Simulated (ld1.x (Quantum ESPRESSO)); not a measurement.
## What one change does to a pseudopotential (oxygen (O), TM)

```
Element                 : O
Generator               : ld1.x (Quantum ESPRESSO) 7.5
Type                    : norm-conserving Troullier–Martins (Kleinman–Bylander form)
Functional              : BLYP
Relativity              : scalar-relativistic
Frozen core             : [He]
Valence charge          : 6
Reference configuration : 2s2 2p4
Partial waves           : 2p (bound): rc 2.15 bohr; 3d channel at 0.45 Ry: rc 1.95 bohr; 2s (bound): rc 0.75 bohr
Local potential         : the s channel
Core correction         : Bessel-smoothed model core, default radius (core density twice the valence density)
```

Change: wave 2p (bound): rc 2.15 bohr becomes 2p (bound): rc 2.96 bohr.

Cutoffs: the cutoffs (Ry, on a coarse ladder) from which the occupation-weighted sum of valence levels, in a spherical-Bessel basis at the reference potential, stays within 10 and 1 mRy of its value at 400 Ry; they do not see the model core or the augmentation charge, which bear on the density cutoff. Errors are all-electron minus pseudo energies relative to the spin-unpolarised reference configuration.

Q: How do hardness, ghosts and transferability respond?

A: The potential gets neither clearly harder nor softer (80 Ry and 200 Ry → 80 Ry and 200 Ry); the s channel sets the loose cutoff, while the largest relative change is in p, which becomes softer; of the 7 tests that both files solve, the error grows in 7 and shrinks in 0 by more than 15 % and 0.3 meV (median size 97.6 → 475.8 meV); neither file shows a bound ghost at the reference potential, the only one tested. More of the atom is replaced by a form fitted at one configuration, so other configurations suffer.

| quantity | base | changed |
| --- | --- | --- |
| cutoff, loose | 80 Ry | 80 Ry |
| cutoff, tight | 200 Ry | 200 Ry |
| loose cutoff by channel (10 mRy a level) | p 30 Ry, s 70 Ry | p 18 Ry, s 70 Ry |
| bound ghosts | none | none |
| error for 2s2 2p3, meV [ΔE 16.43 eV] | +98 | +366 |
| error for 2s2 2p2, meV [ΔE 50.04 eV] | +802 | +2422 |
| error for 2s2 2p1, meV [ΔE 103.97 eV] | +3023 | +7850 |
| error for 2s0 2p6, meV [ΔE 29.71 eV] | -78 | -595 |
| error for 2s2 2p4.3, meV [ΔE -2.12 eV] | +1.9 | +11 |
| error for 2s1 2p4, meV [ΔE 31.52 eV] | -201 | -476 |
| error for 2s2 2p3.5, meV [ΔE 6.28 eV] | +15 | +65 |

Changed file: These tests converged, but a pseudo level misses the all-electron one widely, so the file describes the atom poorly there or has found another state: 2s2 2p2: 2p by 3.4 eV; 2s2 2p1: 2p by 7.7 eV.
